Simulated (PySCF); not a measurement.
**From computed data to an observable: dipole moment from atomic charges**

Si(Cl)3(SiH3) (Cl3H3Si2), SMILES [SiH3][Si](Cl)(Cl)Cl. Atoms are numbered in the order given.

```xyz
8

Si     0.0000     0.0000     2.2806
Si     0.0000     0.0000    -0.0527
Cl    -1.6798    -0.9698    -0.7737
Cl     1.6798    -0.9698    -0.7737
Cl     0.0000     1.9396    -0.7737
H     -1.2221     0.7056     2.7561
H      1.2221     0.7056     2.7561
H      0.0000    -1.4112     2.7561
```
Charge 0, spin multiplicity 1.

The structure is a stationary point at B3LYP-D3(BJ)/def2-SVP.

Charges (e) from PySCF with PBE/def2-TZVP:

```
atom  ESP fit     IAO
----  -------  ------
Si1     0.115   0.259
Si2    -0.028   0.792
Cl3    -0.029  -0.276
Cl4    -0.029  -0.276
Cl5    -0.030  -0.276
H6      0.000  -0.074
H7      0.000  -0.074
H8      0.001  -0.074
```

The dipole moment of the full density is 1.52 D.

Question: What dipole moment does each set of point charges give, and which comes closer to that of the density?

Answer: 
μ = Σ q r, and 1 e Å = 4.8032 D.
ESP fit: Σ q r = (0.000, -0.003, 0.335) e Å, |μ| = 1.61 D.
IAO: Σ q r = (0.000, 0.000, 0.578) e Å, |μ| = 2.77 D.
ESP fit comes closer in size. Point charges leave out the atoms' own dipoles (lone pairs, polarised bonds); fits to the potential absorb them, partitions of the density don't.
